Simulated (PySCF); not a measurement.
Bond stretch in SMILES [AlH3]. The Al1–H4 bond (Al1 also carries H, H; H4 carries nothing else) is pulled apart rigidly from the PBE0/def2-TZVP optimised geometry.

- UKS-LDA (SVWN5) = PySCF 2.14.0 with unrestricted LDA (SVWN5)/6-31G
- UKS-PBE = unrestricted PBE/6-31G run with PySCF
- RHF/6-31G (PySCF)
- UCCSD = PySCF with CCSD on UHF/6-31G, 5 core orbitals frozen

Energies are in kJ/mol, each relative to the lowest point of its own curve near equilibrium.

| R / Å | UKS-LDA (SVWN5) | UKS-PBE | RHF | UCCSD |
|---|---|---|---|---|
| 1.20 | 185.1 | 185.9 | 183.8 | 190.4 |
| 1.27 | 115.1 | 115.6 | 112.8 | 118.9 |
| 1.34 | 66.1 | 66.4 | 63.4 | 68.8 |
| 1.42 | 29.7 | 29.9 | 27.3 | 31.5 |
| 1.49 | 11.0 | 11.2 | 9.3 | 12.2 |
| 1.53 | 4.7 | 4.8 | 3.6 | 5.5 |
| 1.59 | 0.0 | 0.0 | 0.0 | 0.4 |
| 1.65 | 0.0 | 0.0 | 1.4 | 0.0 |
| 1.69 | 2.1 | 2.1 | 4.6 | 1.9 |
| 1.73 | 5.7 | 5.6 | 9.3 | 5.2 |
| 1.84 | 21.1 | 20.9 | 28.3 | 20.0 |
| 1.95 | 42.2 | 42.0 | 53.6 | 40.4 |
| 2.13 | 83.3 | 82.9 | 102.4 | 79.9 |
| 2.39 | 146.6 | 145.7 | 178.3 | 139.3 |
| 2.59 | 193.1 | 191.9 | 235.7 | 181.4 |
| 2.84 | 245.7 | 243.9 | 303.1 | 225.6 |
| 3.16 | 300.8 | 291.9 | 380.3 | 266.2 |
| 3.45 | 330.3 | 314.0 | 441.3 | 287.8 |
| 3.86 | 352.0 | 327.6 | 513.7 | 300.5 |
| 4.24 | 361.6 | 331.9 | 568.2 | 303.7 |
| 4.78 | 367.4 | 333.9 | 628.0 | 304.8 |
| 5.52 | 369.6 | 334.7 | 682.9 | 305.2 |

At the longest distance, 5.52 Å, RHF lies highest above its minimum (682.9 kJ/mol) and UCCSD lowest (305.2 kJ/mol).

The unrestricted determinant behind UKS-LDA (SVWN5), UKS-PBE is spin-contaminated at 3.16 to 5.52 Å (<S²> up to 1.0, against 0.00 for a pure singlet). The restricted form behind RHF keeps the bonding electrons paired and can't separate into open-shell fragments. The unrestricted determinant behind UCCSD is spin-contaminated at 2.39 to 5.52 Å (<S²> up to 1.0, against 0.00 for a pure singlet).
